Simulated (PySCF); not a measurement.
Vertical excitations of a molecule C4H8OSi from PySCF with TDA-PBE/def2-SVPD, as energy in eV (oscillator strength): 5.04 (0.035), 5.29 (0.107), 5.54 (0.327), 5.90 (0.581), 6.11 (0.001), 6.25 (0.065), 6.36 (0.000), 6.52 (0.010), 6.62 (0.005), 6.70 (0.008). Lowest triplet (TDA): 3.12 eV. The structure is a stationary point at ωB97X-D3(BJ)/def2-SVP. Other conformers were not sampled.

**Question.** Identify the compound among the candidates.
A) CCC1=CO[SiH2]1
B) C=C/C=C/[SiH2]O
C) C#C[SiH2]CCO
D) CC1=CO[Si@H]1C

**Answer.** B, C=C/C=C/[SiH2]O
